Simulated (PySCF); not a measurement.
C7H8ClFSi.
Numbering: `[CH:1]#[C:2][Si@:3]1([F:4])[CH2:5][CH2:6][CH:7]=[C:8]([Cl:9])[CH2:10]1`

Structure used (GFN2-xTB), in Å, numbered top down from 1:
```xyz
18
C7H8ClFSi angstrom
C      3.383    0.262   -0.854
C      2.398    0.342   -0.170
Si     0.865    0.437    0.859
F      1.293    0.986    2.326
C     -0.026   -1.221    1.010
C     -0.780   -1.512   -0.288
C     -1.707   -0.414   -0.723
C     -1.543    0.888   -0.542
Cl    -2.776    1.965   -1.168
C     -0.430    1.617    0.130
H      4.251    0.200   -1.446
H      0.651   -2.048    1.222
H     -0.742   -1.180    1.834
H     -1.366   -2.427   -0.175
H     -0.058   -1.692   -1.092
H     -2.584   -0.747   -1.261
H      0.014    2.305   -0.593
H     -0.850    2.246    0.919
```

NICS = −σ at a ghost point: NICS(0) at the centroid of the ring atoms, NICS(1) 1 Å to either side along the normal of their mean plane, zz for the tensor component along that normal. Level: GIAO PBE0/pcSseg-1 (PySCF, non-relativistic, gas phase) on the GFN2-xTB geometry, one conformer.

Ring bond lengths (Å), with Mayer bond orders in brackets: Si3–C5 1.889 (0.90), C5–C6 1.529 (1.04), C6–C7 1.501 (1.05), C7–C8 1.324 (1.83), C8–C10 1.490 (1.06), C10–Si3 1.897 (0.84).

Task: What do the NICS probes read (ppm)?

Result: 
```tsv
ring	type	NICS(0)	NICS(1), two faces	NICS(1)zz, two faces	rms pucker (Å)	centre to ring atoms, mean (Å)
Si3–C5–C6–C7–C8–C10	6-membered ring with Si; formal bonds 1 double, 5 single	-1.6	-2.1 / -1.9	2.7 / 1.6	0.20	1.57
```

Task: What can be read from them?

Result: 
- Si3–C5–C6–C7–C8–C10: mean NICS(1)zz 2.2 ppm, near zero. Si3, C5, C6, C10 have four or more neighbours; no verdict on aromaticity is drawn.

Task: What are the shieldings of the ring atoms and their hydrogens in the same run (means over atoms taken as equivalent)?

Result: 
```csv
atoms,environment,σ isotropic (ppm),"principal values of the symmetric part, first atom (ppm)"
Si3,fluorine-bound silicon,351.7,"297.1, 364.6, 393.5"
C5,sp3 carbon bound to silicon,173.7,"166.9, 169.5, 184.9"
C6,allylic carbon,161.7,"151.1, 158.1, 175.8"
C7,alkene CH carbon,51.9,"-47.9, 62.0, 141.5"
C8,vinylic C–Cl carbon,42.5,"-57.7, 81.2, 103.9"
C10,sp3 carbon bound to silicon,159.7,"142.8, 154.4, 182.0"
H12,methylene hydrogen,30.58,"26.4, 28.0, 37.3"
H13,methylene hydrogen,30.70,"26.9, 28.2, 37.0"
H14,methylene hydrogen,29.17,"23.4, 27.8, 36.3"
H15,methylene hydrogen,29.30,"25.9, 27.3, 34.6"
H16,vinylic hydrogen,25.56,"21.6, 25.3, 29.8"
H17,methylene hydrogen,29.63,"25.2, 29.8, 33.9"
H18,methylene hydrogen,29.74,"25.0, 29.7, 34.6"
```

On one thread of an Arm Neoverse N1, shared host, this took 86 s wall and 1.1 GiB of memory at its peak. This is the whole shielding run at PBE0/pcSseg-1, SCF included.
